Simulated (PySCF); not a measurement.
H₃As, triplet, at the geometry of the source list (a higher spin typed on purpose: for a closed-shell molecule this is an excited state). Base run: WB97X/6-31G run with PySCF.

The PySCF input:
```python
from pyscf import gto, scf, dft

mol = gto.Mole()
mol.atom = '''
    As    0.00400000   -0.00260000    0.65880000
    H    -0.72090000   -0.97200000   -0.22550000
    H    -0.48990000    1.11570000   -0.20830000
    H     1.20680000   -0.14110000   -0.22500000
'''
mol.basis = '6-31g'
mol.spin = 2
mol.verbose = 4
mol.build()

mf = dft.UKS(mol)
mf.xc = 'wb97x'
mf.kernel()
```

The base run was repeated with changes; each row names its change, and settings that it needs were set with it.

| change | ΔE vs base (µEh) | grid points | electrons on the grid | outcome |
|---|---|---|---|---|
| base | 0.0 | 49848 | 36.00000 | converged |
| grids.level = 1 | 93.2 | 14752 | 35.99995 | converged |
| grids.radi_method = gauss_chebyshev | 41.7 | 49648 | 36.00000 | converged |
| grids.prune = dft.gen_grid.sg1_prune | - | - | - | input refused |
| grids.prune = off | 0.0 | 84360 | 36.00000 | converged |
| grids.atom_grid = (75, 302) | 1.5 | 57592 | 35.99999 | converged |
| grids.atom_grid = (30, 110) | -4984 | 9864 | 36.00070 | converged |
| grids.level = 5 | 1.8 | 115360 | 36.00000 | converged |
| grids.level = 4 | 1.2 | 77312 | 36.00000 | converged |
| grids.atom_grid = (99, 590) | 1.9 | 128016 | 36.00000 | converged |
| grids.level = 7 | 2.0 | 237160 | 36.00000 | converged |

Open shells are given as the SCF converged; they aren't shown to be the lowest states, and a large step between rows can be another state.

- grids.prune = dft.gen_grid.sg1_prune: ended with `IndexError: index 33 is out of bounds for axis 0 with size 19`
